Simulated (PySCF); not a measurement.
Record of a relaxation.

Species: C4H7BSi.
Atom-mapped SMILES: `[SiH3:1][C:2]1=[CH:3][BH:4][CH:5]=[CH:6]1` (hydrogens: H7, H8, H9 on Si1; H10 on C3; H11 on B4; H12 on C5; H13 on C6)

Computed by this run: BHandHLYP/cc-pVDZ geometry optimisation, gas phase in PySCF 2.14.0; density fitting, grid level 1; the optimiser is geomeTRIC in internal coordinates, started from a GFN2-xTB structure. The frame can shift and turn from step to step; on so coarse a grid that alone can change the energy by a few meV, and forces under 0.02 eV/Å are noise.

Step 0: E = -12811.1619 eV, largest atomic force 0.985 eV/Å
```
atom  x, y, z in Å  |  force x, y, z in eV/Å
Si1     2.188    0.118    0.019   -0.483  -0.214   0.025
C2      0.323   -0.091    0.024    0.171  -0.467   0.085
C3     -0.397   -1.212    0.215    0.562  -0.243   0.064
B4     -1.923   -0.851    0.117    0.652   0.729  -0.117
C5     -1.886    0.695   -0.166   -0.340   0.295  -0.061
C6     -0.604    1.063   -0.207   -0.369   0.047  -0.017
H7      2.557    1.101    1.044    0.155   0.276   0.253
H8      2.605    0.621   -1.295    0.165   0.163  -0.334
H9      2.826   -1.170    0.293    0.220  -0.345   0.079
H10     0.070   -2.167    0.402    0.065  -0.220   0.038
H11    -2.849   -1.551    0.225   -0.590  -0.462   0.071
H12    -2.699    1.389   -0.309   -0.155   0.131  -0.029
H13    -0.215    2.055   -0.381   -0.052   0.309  -0.058
```

Step 1: E = -12811.2186 eV, largest atomic force 0.159 eV/Å
```
atom  x, y, z in Å  |  force x, y, z in eV/Å
Si1     2.221    0.030   -0.142    0.067   0.083   0.000
C2      0.351   -0.130   -0.114    0.056   0.001   0.018
C3     -0.349   -1.252    0.119   -0.083   0.065  -0.038
B4     -1.884   -0.864    0.030   -0.122  -0.101   0.003
C5     -1.887    0.677   -0.275    0.072  -0.061   0.012
C6     -0.601    1.035   -0.349    0.023   0.080  -0.006
H7      2.657    1.018    0.884   -0.007  -0.026  -0.007
H8      2.674    0.539   -1.466   -0.016  -0.023   0.008
H9      2.855   -1.285    0.131   -0.050  -0.001  -0.004
H10     0.112   -2.214    0.312    0.008  -0.003   0.007
H11    -2.828   -1.592    0.153    0.058   0.038   0.004
H12    -2.708    1.369   -0.415   -0.008  -0.009   0.003
H13    -0.233    2.039   -0.550    0.004  -0.044   0.001
```

Step 2: E = -12811.2156 eV, largest atomic force 0.287 eV/Å
```
atom  x, y, z in Å  |  force x, y, z in eV/Å
Si1     2.223    0.034   -0.141    0.011  -0.006   0.007
C2      0.354   -0.122   -0.114   -0.008  -0.001   0.012
C3     -0.354   -1.241    0.115    0.103  -0.171   0.019
B4     -1.893   -0.874    0.030    0.187   0.131  -0.031
C5     -1.878    0.667   -0.273   -0.172   0.225  -0.046
C6     -0.597    1.043   -0.350   -0.092  -0.164   0.036
H7      2.667    1.014    0.887   -0.003  -0.005  -0.002
H8      2.678    0.536   -1.467   -0.007  -0.004  -0.001
H9      2.837   -1.290    0.130   -0.004  -0.008   0.000
H10     0.112   -2.201    0.309    0.015  -0.018   0.005
H11    -2.834   -1.602    0.156    0.028   0.025   0.003
H12    -2.701    1.357   -0.412   -0.033   0.013  -0.005
H13    -0.233    2.047   -0.553   -0.025  -0.017   0.003
```

Step 3: E = -12811.2191 eV, largest atomic force 0.108 eV/Å
```
atom  x, y, z in Å  |  force x, y, z in eV/Å
Si1     2.222    0.032   -0.142    0.035   0.040   0.002
C2      0.353   -0.126   -0.114    0.014  -0.011   0.023
C3     -0.352   -1.246    0.118    0.027  -0.062  -0.013
B4     -1.889   -0.870    0.031    0.051   0.031  -0.021
C5     -1.882    0.671   -0.274   -0.050   0.094  -0.020
C6     -0.599    1.039   -0.349   -0.051  -0.054   0.019
H7      2.662    1.016    0.885   -0.004  -0.015  -0.002
H8      2.676    0.538   -1.467   -0.011  -0.016   0.001
H9      2.846   -1.287    0.131   -0.025  -0.005  -0.003
H10     0.111   -2.207    0.311    0.011  -0.009   0.008
H11    -2.831   -1.597    0.154    0.035   0.027   0.006
H12    -2.704    1.363   -0.414   -0.021   0.003   0.000
H13    -0.232    2.043   -0.551   -0.009  -0.023  -0.002
```

Step 4: E = -12811.2200 eV, largest atomic force 0.043 eV/Å
```
atom  x, y, z in Å  |  force x, y, z in eV/Å
Si1     2.222    0.032   -0.142    0.025   0.036  -0.001
C2      0.353   -0.125   -0.114    0.006   0.002   0.021
C3     -0.350   -1.247    0.118    0.003  -0.027  -0.018
B4     -1.886   -0.868    0.030    0.010   0.007  -0.015
C5     -1.885    0.674   -0.274   -0.006   0.026  -0.006
C6     -0.600    1.038   -0.349   -0.025  -0.015   0.011
H7      2.664    1.015    0.886   -0.001  -0.011   0.001
H8      2.676    0.537   -1.467   -0.005  -0.013  -0.001
H9      2.841   -1.289    0.131   -0.017  -0.006  -0.002
H10     0.114   -2.207    0.311    0.004   0.000   0.006
H11    -2.827   -1.596    0.154    0.011   0.008   0.009
H12    -2.708    1.364   -0.414   -0.006  -0.003   0.001
H13    -0.234    2.042   -0.551    0.002  -0.003  -0.006
```

Step 5: E = -12811.2203 eV, largest atomic force 0.026 eV/Å
```
atom  x, y, z in Å  |  force x, y, z in eV/Å
Si1     2.223    0.032   -0.141    0.010   0.024  -0.003
C2      0.353   -0.122   -0.114    0.012   0.004   0.021
C3     -0.347   -1.246    0.117   -0.008  -0.003  -0.021
B4     -1.884   -0.867    0.030    0.000  -0.002  -0.011
C5     -1.886    0.674   -0.275    0.002   0.007  -0.002
C6     -0.602    1.040   -0.349   -0.011  -0.013   0.009
H7      2.667    1.013    0.887    0.002  -0.006   0.002
H8      2.677    0.534   -1.467    0.000  -0.008  -0.002
H9      2.833   -1.293    0.131   -0.007  -0.005  -0.001
H10     0.118   -2.206    0.310    0.001   0.003   0.004
H11    -2.823   -1.596    0.154   -0.001   0.000   0.009
H12    -2.711    1.363   -0.414   -0.002  -0.003   0.000
H13    -0.237    2.044   -0.551    0.002   0.000  -0.005
```

Step 6: E = -12811.2204 eV, largest atomic force 0.023 eV/Å
```
atom  x, y, z in Å  |  force x, y, z in eV/Å
Si1     2.224    0.034   -0.141   -0.008  -0.005  -0.001
C2      0.354   -0.120   -0.113   -0.019   0.008   0.010
C3     -0.346   -1.244    0.115    0.011  -0.011  -0.007
B4     -1.883   -0.867    0.029   -0.001   0.007  -0.006
C5     -1.888    0.674   -0.275    0.009  -0.018   0.005
C6     -0.604    1.040   -0.348    0.003   0.019  -0.004
H7      2.673    1.010    0.889    0.001   0.000   0.000
H8      2.680    0.532   -1.467    0.001  -0.001  -0.001
H9      2.825   -1.296    0.130    0.004  -0.001   0.000
H10     0.120   -2.203    0.309   -0.001  -0.002   0.001
H11    -2.821   -1.597    0.157   -0.005  -0.004   0.006
H12    -2.714    1.361   -0.415    0.004   0.000  -0.003
H13    -0.239    2.044   -0.551    0.001   0.006  -0.001
```

Problem. Summarise the path.

Solution. The energy falls by 0.0585 eV from step 0 to step 6; nine tenths of that is first reached at step 1. It rises by more than 0.2 meV at step 2. The largest force goes from 0.985 to 0.023 eV/Å. Among the bonds B4–H11 changes most, from 1.166 to 1.195 Å; the atoms move by 0.048 Å rms after alignment.

What follows is the cost of the whole optimisation. The run took 31 s wall on Arm Neoverse V1, one thread (shared host), and the process peaked at 0.54 GiB of memory.
